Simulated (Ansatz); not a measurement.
Job for Ansatz (a first-principles code): U-B3LYP/cc-pV(T+d)Z on H2OSi (SMILES O=[SiH2]), a point of a bond scan (R = 2.051 Å). Files ending in .json are basis or fitting sets from the Basis Set Exchange.

Ansatz 0.2 input:
```yaml
crystal:
  periodic: [false, false, false]
  atoms:
    - {symbol: O, position_ang: [1.49235944, -0.60556258, -0.10325940]}
    - {symbol: Si, position_ang: [-0.40448259, 0.16412904, 0.02798698]}
    - {symbol: H, position_ang: [-1.61806760, -0.53589800, -0.45149398]}
    - {symbol: H, position_ang: [-0.72386075, 1.48619463, 0.61353677]}
basis:
  gaussian:
    orbitals: cc-pV_T+d_Z.json
hamiltonian:
  xc: {name: B3LYP}
magnetization: {spin_polarized: true, initial_magnetization: 0}
```

The head of its log:

```
WARN ansatz: RAYON_NUM_THREADS=2 ignored (pool sized by the plan → 2); use --threads N
Functional definition: B3LYP
integrals: 0.02 GiB planned
604 factors; their error is unknown
mean field: 0.28 GiB planned
mean field evaluation 1: about -9943.4732 eV, gradient 5.2e1 eV
mean field evaluation 2: about -9752.4010 eV, gradient 1.2e2 eV
```

Task: Give the final energy of this run.

Result: -365.8502 hartree. Its determinant has ⟨S²⟩ = 0.23, a mixture of spin states.
